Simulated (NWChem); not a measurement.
Species: AlHICl; SMILES [Cl][AlH][I]

```xyz
4

Al     0.8027     1.1091     0.0000
Cl    -0.4885     2.7608     0.0000
H      2.3573     1.3282     0.0000
I     -0.1647    -1.1502     0.0000
```
Atoms are numbered in this order, from 1.

Level: PBE0/def2-SVP with def2 effective core potentials on I (NWChem), optimised geometry, unscaled harmonic frequencies. def2 effective core potentials on I; no spin-orbit coupling.

| frequency (cm⁻¹) | IR intensity (km/mol) |
|---|---|
| 123 | 3.8 |
| 349 | 36.8 |
| 435 | 95.3 |
| 557 | 60.2 |
| 650 | 286.3 |
| 2010 | 127.3 |

```json
{
  "zero_point_energy": "5.9 kcal/mol",
  "thermal correction to the enthalpy at 298.15 K (with zero-point energy)": "9.3 kcal/mol",
  "heat capacity Cv": "12.9 cal/(mol K)",
  "entropy at 298.15 K and 1 atm (symmetry number 1)": "74.9 cal/(mol K)"
}
```

Rigid rotor and harmonic oscillator.
